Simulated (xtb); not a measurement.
AsH4In, SMILES [AsH2][InH2]. All values are semi-empirical tight-binding results from xtb (GFN2-xTB unless named), good for trends rather than for accurate numbers. Geometry optimised at GFN2-xTB.

For metal compounds this method's bond lengths and energies can be far off.

Problem. Estimate the properties. (An estimate is asked for; the answer gives what the named calculation found.)

Solution. 
```yaml
orbital_gap: 3.73 eV
zero_point_energy: 14.1 kcal/mol
G − E(el) at 298.15 K (modified RRHO): -5.0 kcal/mol
```
